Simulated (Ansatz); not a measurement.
Geometry optimisation, Ansatz, RKS PBE0-D4/def2-SVP.

input.yaml

```yaml
crystal:
  periodic: [false, false, false]
  atoms:
    - { symbol: F, position_ang: [-0.967, -2.3303, 1.4656] }
    - { symbol: Sn, position_ang: [0.1668, -1.3199, 0.2573] }
    - { symbol: Cl, position_ang: [1.9381, -2.4282, -0.7875] }
    - { symbol: "N", position_ang: [-0.7028, 0.0248, -0.9497] }
    - { symbol: C, position_ang: [-0.2181, 1.1534, -0.2132] }
    - { symbol: "N", position_ang: [0.6101, 0.5821, 0.8731] }
    - { symbol: H, position_ang: [-1.769, -0.0614, -0.7194] }
    - { symbol: H, position_ang: [-0.991, 1.7937, 0.2482] }
    - { symbol: H, position_ang: [0.3972, 1.8097, -0.833] }
    - { symbol: H, position_ang: [1.619, 0.725, 0.6615] }
basis:
  gaussian: { orbitals: def2-SVP }
hamiltonian:
  xc: pbe0
  dispersion: d4
relax:
  f_tol: 0.02
  max_steps: 50
```

Command:

```bash
$ ansatz run input.yaml --threads 2 --pin off --max-ram 3072MiB --backend cpu --events-out ev --progress --plain --runs-dir out
```

**Question.** Where does it end, and by what steps?

**Answer.** It converged. After 7 steps the energy has fallen by 0.580 eV; Cl3 moved furthest, 0.42 Å.

```json
{"step": "0", "energy less start (eV)": "0.0000", "largest force component (eV/Å)": "4.803", "accepted": "yes"}
{"step": "1", "energy less start (eV)": "-0.4296", "largest force component (eV/Å)": "1.274", "accepted": "yes"}
{"step": "2", "energy less start (eV)": "-0.5246", "largest force component (eV/Å)": "0.551", "accepted": "yes"}
{"step": "3", "energy less start (eV)": "-0.5503", "largest force component (eV/Å)": "0.356", "accepted": "yes"}
{"step": "4", "energy less start (eV)": "-0.5683", "largest force component (eV/Å)": "0.403", "accepted": "yes"}
{"step": "5", "energy less start (eV)": "-0.5791", "largest force component (eV/Å)": "0.127", "accepted": "yes"}
{"step": "6", "energy less start (eV)": "-0.5799", "largest force component (eV/Å)": "0.036", "accepted": "yes"}
{"step": "7", "energy less start (eV)": "-0.5800", "largest force component (eV/Å)": "0.012", "accepted": "yes"}
```

```xyz
10
Properties=species:S:1:pos:R:3
F -0.684 -2.431 1.483
Sn 0.237 -1.301 0.217
Cl 1.740 -2.794 -0.746
N -0.801 0.044 -0.901
C -0.220 1.182 -0.176
N 0.681 0.589 0.821
H -1.811 0.047 -1.015
H -1.010 1.783 0.315
H 0.333 1.851 -0.864
H 1.619 0.978 0.869
```

Whether the end is a true minimum wasn't checked by a vibrational analysis.

Run time: 32 s on 2 threads of Intel(R) Xeon(R) Platinum 8488C (Sapphire Rapids), on a shared host, peak memory 0.35 GiB.
